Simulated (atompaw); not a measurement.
# How hard is this aluminium PAW (atompaw) potential?

```
Element                 : aluminium (Al)
Generator               : atompaw 4.2.0.5
Type                    : PAW
Functional              : PBEsol
Relativity              : scalar-relativistic
Frozen core             : [Ne]
Valence charge          : 3
Reference configuration : 3s2 3p0 (charge +1)
Partial waves           : 3s (bound): rc 1.85 bohr; 3s channel at -0.3 Ry: rc 2.40 bohr; 3p (bound, empty): rc 2.40 bohr; 3p channel at -0.3 Ry: rc 2.40 bohr
Local potential         : troulliermartins scheme with l = 2 at 0 Ry, radius 1.95 bohr
Core correction         : smooth core density matched at 1.75 bohr
Augmentation charge     : sinc compensation charge, radius 1.90 bohr; PAW radius 2.40 bohr; waves and projectors: custom polynom vanderbiltortho
```

The pseudo-atom Hamiltonian at the reference potential is diagonalised in spherical Bessel functions j_l(qr) that vanish at 20 bohr, with q² up to the cutoff. All-electron valence levels (Ry): 3s -1.0859, 3p -0.6634.

**Question.** How do the lowest levels (Ry) of each channel move with the cutoff, and are there ghosts?

**Answer.**

```csv
cutoff (Ry),s #1,p #1,p #2,d #1,d #2,f #1,f #2,Σ f·Δε (mRy)
8,-1.0803,-0.6634,-0.1794,-0.2192,-0.0746,-0.0513,0.0462,11.3
10,-1.0826,-0.6634,-0.1794,-0.2206,-0.0752,-0.0513,0.0462,6.6
12,-1.0845,-0.6634,-0.1794,-0.2217,-0.0756,-0.0513,0.0462,2.9
15,-1.0855,-0.6634,-0.1794,-0.2226,-0.0759,-0.0513,0.0462,0.9
18,-1.0858,-0.6634,-0.1794,-0.2236,-0.0763,-0.0513,0.0462,0.2
21,-1.0858,-0.6634,-0.1794,-0.2240,-0.0765,-0.0513,0.0462,0.2
400,-1.0859,-0.6634,-0.1794,-0.2246,-0.0767,-0.0513,0.0462,0.0
```

Result: no extra level below or beside the all-electron valence levels (s, p, d, f tested); 10 mRy is reached at 10 Ry and 1 mRy at 15 Ry.
